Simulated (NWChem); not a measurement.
System: ZrH₂S₂F₂; SMILES [F][Zr]([F])([SH])[SH]

Input file for NWChem:

```
start job
memory heap 200 mb stack 900 mb global 1100 mb
geometry units angstroms noautoz
  Zr     0.000000     0.000000     0.291471
  F     -0.295734    -1.565391     1.314212
  F      0.295734     1.565391     1.314212
  S      1.968460    -0.247945    -1.126881
  H      2.488791     0.888683    -0.601834
  S     -1.968460     0.247945    -1.126881
  H     -2.488791    -0.888683    -0.601834
end
basis spherical
  Zr library def2-svp
  F library def2-svp
  S library def2-svp
  H library def2-svp
end
ecp
  Zr library def2-ecp
end
dft
  xc xtpss03 ctpss03
  iterations 150
  mulliken
end
task dft energy
```

NWChem printed, in part:

```
             Northwest Computational Chemistry Package (NWChem) 7.3.0
             --------------------------------------------------------

 C2  symmetry detected

                             Geometry "geometry" -> ""
                             -------------------------

 Output coordinates in angstroms (scale by  1.889725989 to convert to a.u.)

  No.       Tag          Charge          X              Y              Z
 ---- ---------------- ---------- -------------- -------------- --------------
    1 Zr                  40.0000     0.00000000     0.00000000     0.31265800
    2 F                    9.0000    -0.20874265    -1.57934610     1.33539900
    3 F                    9.0000     0.20874265     1.57934610     1.33539900
    4 S                   16.0000     1.97915679    -0.13874397    -1.10569400
    5 H                    1.0000     2.43585616     1.02491115    -0.58064700
    6 S                   16.0000    -1.97915679     0.13874397    -1.10569400
    7 H                    1.0000    -2.43585616    -1.02491115    -0.58064700

 Effective nuclear repulsion energy (a.u.)     650.0251323902

      Symmetry information
      --------------------

 Group name             C2
 Group number              4
 Group order               2
 No. of unique centers     4

                                 NWChem DFT Module
                                 -----------------

 Summary of "ao basis" -> "ao basis" (spherical)
 ------------------------------------------------------------------------------
       Tag                 Description            Shells   Functions and Types
 ---------------- ------------------------------  ------  ---------------------
 Zr                         def2-svp                11       31   5s3p2d1f
 F                          def2-svp                 6       14   3s2p1d
 S                          def2-svp                 8       18   4s3p1d
 H                          def2-svp                 3        5   2s1p

      Symmetry analysis of basis
      --------------------------

        a          54
        b          51

            General Information
            -------------------
          SCF calculation type: DFT
          Wavefunction type:  closed shell.
          No. of atoms     :     7
          No. of electrons :    64
           Alpha electrons :    32
            Beta electrons :    32
          Charge           :     0
          Spin multiplicity:     1
          Use of symmetry is: on ; symmetry adaption is: on
          Maximum number of iterations: 150
          AO basis - number of functions:   105
                     number of shells:    45
          Convergence on energy requested:  1.00D-06
          Convergence on density requested:  1.00D-05
          Convergence on gradient requested:  5.00D-04

              XC Information
              --------------
                  TPSS metaGGA Exchange Functional  1.000
             TPSS03 metaGGA Correlation Functional  1.000

             Grid Information
             ----------------
          Grid used for XC integration:  medium
          Radial quadrature: Mura-Knowles
          Angular quadrature: Lebedev.
          Tag              B.-S. Rad. Rad. Pts. Rad. Cut. Ang. Pts.
          ---              ---------- --------- --------- ---------
          Zr                  1.55      123          10.0       590
          F                   0.50       49          11.0       434
          S                   1.00       88          11.0       590
          H                   0.35       45          13.0       434
          Grid pruning is: on
          Number of quadrature shells:   305
          Spatial weights used:  Erf1

      Superposition of Atomic Density Guess
      -------------------------------------

 Sum of atomic energies:       -1047.77770233

      Non-variational initial energy
      ------------------------------

 Total energy =   -1040.981006
 1-e energy   =   -2060.928240
 2-e energy   =     715.838154
 HOMO         =      -0.330883
 LUMO         =      -0.025195

      Symmetry analysis of molecular orbitals - initial
      -------------------------------------------------

  Numbering of irreducible representations:

     1 a           2 b

  Orbital symmetries:

     1 a           2 b           3 a           4 b           5 a
     6 b           7 b           8 a           9 a          10 b
    11 a          12 b          13 a          14 b          15 a
    16 b          17 a          18 b          19 a          20 b
    21 a          22 b          23 a          24 b          25 a
    26 b          27 a          28 b          29 a          30 b
    31 a          32 b          33 a          34 a          35 b
    36 a          37 b          38 a          39 b          40 b
    41 a          42 a

     ---------------------------------------------
      Total Density - Mulliken Population Analysis
     ---------------------------------------------

    Atom       Charge   Shell Charges
 -----------   ------   -------------------------------------------------------
    1 Zr  12     9.71  -0.47  1.58  0.90  0.33  0.05  5.83  0.33  0.10  0.73  0.24  0.09
    2 F    9     9.69   1.99  1.16  0.79  3.59  2.15  0.00
    3 F    9     9.69   1.99  1.16  0.79  3.59  2.15  0.00
    4 S   16    16.69   2.00  1.99  1.21  0.64  5.94  1.89  2.99  0.02
    5 H    1     0.76   0.56  0.17  0.03
    6 S   16    16.69   2.00  1.99  1.21  0.64  5.94  1.89  2.99  0.02
    7 H    1     0.76   0.56  0.17  0.03

   convergence    iter        energy       DeltaE   RMS-Dens  Diis-err
 ---------------- ----- ----------------- --------- --------- ---------
 d= 0,ls=0.0,diis     1  -1043.9588459939 -1.35D+03  4.17D-02  1.90D+00
 d= 0,ls=0.0,diis     2  -1038.4335926840  5.53D+00  3.02D-02  5.76D+01
 d= 0,ls=0.0,diis     3  -1044.1791345887 -5.75D+00  6.87D-03  5.33D-01
 d= 0,ls=0.0,diis     4  -1044.2288705067 -4.97D-02  3.15D-03  1.61D-01
 d= 0,ls=0.0,diis     5  -1044.2487594731 -1.99D-02  1.09D-03  1.10D-02
  Resetting Diis
 d= 0,ls=0.0,diis     6  -1044.2502980372 -1.54D-03  3.58D-04  1.34D-03
 d= 0,ls=0.0,diis     7  -1044.2505065500 -2.09D-04  2.06D-04  5.59D-05
 d= 0,ls=0.0,diis     8  -1044.2504724352  3.41D-05  1.49D-04  2.46D-04
 d= 0,ls=0.0,diis     9  -1044.2505163499 -4.39D-05  2.52D-05  7.79D-06
 d= 0,ls=0.0,diis    10  -1044.2505172649 -9.15D-07  7.01D-06  2.20D-06

         Total DFT energy =    -1044.250517264903
      One electron energy =    -2064.907825691336
           Coulomb energy =      795.595446417825
    Exchange-Corr. energy =      -79.047217321892
 Nuclear repulsion energy =      304.109079330501

 Numeric. integr. density =       63.999988669454

                  Occupations of the irreducible representations
                  ----------------------------------------------

                     irrep           alpha         beta
                     --------     --------     --------
                     a                16.0         16.0
                     b                16.0         16.0

                       DFT Final Molecular Orbital Analysis
                       ------------------------------------

 Vector   30  Occ=2.000000D+00  E=-2.837984D-01  Symmetry=b
              MO Center=  7.8D-13, -4.6D-14, -9.2D-01, r^2= 5.2D+00
   Bfn.  Coefficient  Atom+Function         Bfn.  Coefficient  Atom+Function
  ----- ------------  ---------------      ----- ------------  ---------------
    18      0.326893  1 Zr d  1              70     -0.306418  4 S  px
    93     -0.306418  6 S  px                67     -0.236323  4 S  px
    90     -0.236323  6 S  px                72      0.214615  4 S  pz
    95     -0.214615  6 S  pz                 6     -0.206630  1 Zr px
    69      0.166951  4 S  pz                92     -0.166951  6 S  pz

 Vector   31  Occ=2.000000D+00  E=-2.661179D-01  Symmetry=a
              MO Center= -3.6D-13,  1.7D-14, -9.0D-01, r^2= 4.9D+00
   Bfn.  Coefficient  Atom+Function         Bfn.  Coefficient  Atom+Function
  ----- ------------  ---------------      ----- ------------  ---------------
    70      0.259979  4 S  px                93     -0.259979  6 S  px
    71     -0.220506  4 S  py                94      0.220506  6 S  py
    72      0.199810  4 S  pz                95      0.199810  6 S  pz
    17     -0.196146  1 Zr d  0              67      0.182525  4 S  px
    90     -0.182525  6 S  px                68     -0.159086  4 S  py

 Vector   32  Occ=2.000000D+00  E=-2.448465D-01  Symmetry=b
              MO Center=  4.7D-13, -2.6D-14, -1.0D+00, r^2= 5.3D+00
   Bfn.  Coefficient  Atom+Function         Bfn.  Coefficient  Atom+Function
  ----- ------------  ---------------      ----- ------------  ---------------
    72      0.362511  4 S  pz                95     -0.362511  6 S  pz
    69      0.248136  4 S  pz                92     -0.248136  6 S  pz
    71     -0.211098  4 S  py                94     -0.211098  6 S  py
    70      0.165818  4 S  px                93      0.165818  6 S  px
    68     -0.149786  4 S  py                91     -0.149786  6 S  py

 Vector   33  Occ=0.000000D+00  E=-1.048076D-01  Symmetry=a
              MO Center= -5.4D-14, -7.6D-15,  1.3D-01, r^2= 2.6D+00
   Bfn.  Coefficient  Atom+Function         Bfn.  Coefficient  Atom+Function
  ----- ------------  ---------------      ----- ------------  ---------------
    15      0.622379  1 Zr d -2              17     -0.488725  1 Zr d  0
    19      0.341281  1 Zr d  2              79     -0.208736  5 H  s
   102     -0.208736  7 H  s                 35     -0.147425  2 F  px
    49      0.147425  3 F  px                24      0.126545  1 Zr d  2
    38      0.126113  2 F  px                52     -0.126113  3 F  px

 Vector   34  Occ=0.000000D+00  E=-8.740991D-02  Symmetry=a
              MO Center= -3.3D-14, -4.6D-15,  1.3D-01, r^2= 2.6D+00
   Bfn.  Coefficient  Atom+Function         Bfn.  Coefficient  Atom+Function
  ----- ------------  ---------------      ----- ------------  ---------------
    17      0.673305  1 Zr d  0              15      0.581348  1 Zr d -2
    72      0.187389  4 S  pz                95      0.187389  6 S  pz
    71     -0.126818  4 S  py                94      0.126818  6 S  py
    22      0.117152  1 Zr d  0              20      0.106313  1 Zr d -2
    69      0.100831  4 S  pz                92      0.100831  6 S  pz

 Vector   35  Occ=0.000000D+00  E=-6.222337D-02  Symmetry=b
              MO Center= -1.1D-13,  8.0D-14,  3.3D-01, r^2= 3.0D+00
   Bfn.  Coefficient  Atom+Function         Bfn.  Coefficient  Atom+Function
  ----- ------------  ---------------      ----- ------------  ---------------
    18      0.741203  1 Zr d  1              16      0.355096  1 Zr d -1
    63     -0.285276  4 S  s                 86      0.285276  6 S  s
    23      0.278891  1 Zr d  1              70      0.278677  4 S  px
    93      0.278677  6 S  px                 6      0.180343  1 Zr px
    21      0.143353  1 Zr d -1              35     -0.141434  2 F  px

     ---------------------------------------------
      Total Density - Mulliken Population Analysis
     ---------------------------------------------

    Atom       Charge   Shell Charges
 -----------   ------   -------------------------------------------------------
    1 Zr  12    11.06  -0.49  1.65  0.86  0.33 -0.02  5.88  0.40  0.14  1.74  0.44  0.12
    2 F    9     9.30   1.99  1.14  0.81  3.32  2.04  0.00
    3 F    9     9.30   1.99  1.14  0.81  3.32  2.04  0.00
    4 S   16    16.29   2.00  1.98  1.24  0.65  5.92  1.82  2.64  0.04
    5 H    1     0.88   0.71  0.14  0.03
    6 S   16    16.29   2.00  1.98  1.24  0.65  5.92  1.82  2.64  0.04
    7 H    1     0.88   0.71  0.14  0.03

     -------------------------------------------
      Total Density - Lowdin Population Analysis
     -------------------------------------------

    Atom       Charge   Shell Charges
 -----------   ------   -------------------------------------------------------
    1 Zr  12    12.07   0.00  0.94  0.97  0.35  0.12  5.36  1.03  0.34  1.64  1.09  0.24
    2 F    9     9.12   1.98  1.03  0.76  3.20  2.15  0.00
    3 F    9     9.12   1.98  1.03  0.76  3.20  2.15  0.00
    4 S   16    15.88   2.00  1.95  0.96  0.65  5.81  1.91  2.56  0.04
    5 H    1     0.97   0.60  0.28  0.08
    6 S   16    15.88   2.00  1.95  0.96  0.65  5.81  1.91  2.56  0.04
    7 H    1     0.97   0.60  0.28  0.08

     Multipole analysis of the density
     ---------------------------------

     L   x y z        total         alpha         beta         nuclear
     -   - - -        -----         -----         ----         -------
     0   0 0 0      0.000000    -32.000000    -32.000000     64.000000

     1   1 0 0      0.000000      0.000000      0.000000     -0.000000
     1   0 1 0      0.000000      0.000000      0.000000      0.000000
     1   0 0 1      0.299204      8.421334      8.421334    -16.543463

     2   2 0 0    -44.980793   -268.888629   -268.888629    492.796464
     2   1 1 0      3.629543     -2.006592     -2.006592      7.642727
     2   1 0 1      0.000000      0.000000      0.000000      0.000000
     2   0 2 0    -45.580763   -107.808309   -107.808309    170.035855
     2   0 1 1     -0.000000     -0.000000     -0.000000      0.000000
     2   0 0 2    -48.189344   -154.560803   -154.560803    260.932263
```

Level: TPSS/def2-SVP with def2 effective core potentials on Zr. Geometry: optimised at PBE0/def2-SVP. Not confirmed as a minimum by frequencies. def2 effective core potentials on Zr; no spin-orbit coupling.
